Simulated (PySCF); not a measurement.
Breaking a bond: H₅BS, SMILES [SH2+][BH3-]. The B1–S5 bond (B1 also carries H, H, H; S5 carries H, H) is pulled apart rigidly from the PBE0/def2-TZVP optimised geometry.

Levels of theory: UHF/def2-TZVP, density fitting (PySCF); UKS-PBE0 = unrestricted PBE0/def2-TZVP in PySCF 2.14.0; RKS-B3LYP = PySCF with restricted B3LYP/def2-TZVP.

Magnitude of the dipole moment (D; its direction can reverse along the curve, and a method can change to another solution) and Mulliken charge of the fragment that holds B1:

| R / Å | μ UHF | q UHF | μ UKS-PBE0 | q UKS-PBE0 | μ RKS-B3LYP | q RKS-B3LYP |
|---|---|---|---|---|---|---|
| 1.58 | 3.66 | -0.52 | 3.27 | -0.46 | 3.27 | -0.43 |
| 1.69 | 3.92 | -0.48 | 3.57 | -0.43 | 3.57 | -0.40 |
| 1.77 | 4.03 | -0.45 | 3.72 | -0.41 | 3.72 | -0.37 |
| 1.85 | 4.07 | -0.41 | 3.83 | -0.39 | 3.81 | -0.35 |
| 1.92 | 4.06 | -0.38 | 3.88 | -0.37 | 3.86 | -0.34 |
| 1.98 | 4.03 | -0.36 | 3.90 | -0.36 | 3.88 | -0.32 |
| 2.06 | 3.94 | -0.33 | 3.89 | -0.34 | 3.86 | -0.31 |
| 2.11 | 3.87 | -0.30 | 3.87 | -0.33 | 3.83 | -0.30 |
| 2.18 | 3.75 | -0.28 | 3.82 | -0.31 | 3.78 | -0.28 |
| 2.29 | 3.54 | -0.23 | 3.70 | -0.28 | 3.66 | -0.25 |
| 2.46 | 3.20 | -0.17 | 3.46 | -0.22 | 3.42 | -0.21 |
| 2.66 | 2.82 | -0.12 | 3.15 | -0.17 | 3.11 | -0.16 |
| 2.93 | 2.41 | -0.07 | 2.72 | -0.11 | 2.71 | -0.11 |
| 3.26 | 2.08 | -0.04 | 2.30 | -0.07 | 2.30 | -0.07 |
| 3.52 | 1.93 | -0.02 | 2.05 | -0.04 | 2.06 | -0.05 |
| 3.92 | 1.78 | -0.01 | 1.82 | -0.02 | 1.81 | -0.02 |
| 4.32 | 1.71 | -0.01 | 1.69 | -0.01 | 1.67 | -0.01 |
| 4.87 | 1.65 | 0.00 | 1.60 | -0.01 | 1.57 | -0.01 |
| 5.40 | 1.62 | 0.00 | 1.56 | 0.00 | 1.53 | 0.00 |
| 5.88 | 1.60 | 0.00 | 1.53 | 0.00 | 1.50 | 0.00 |
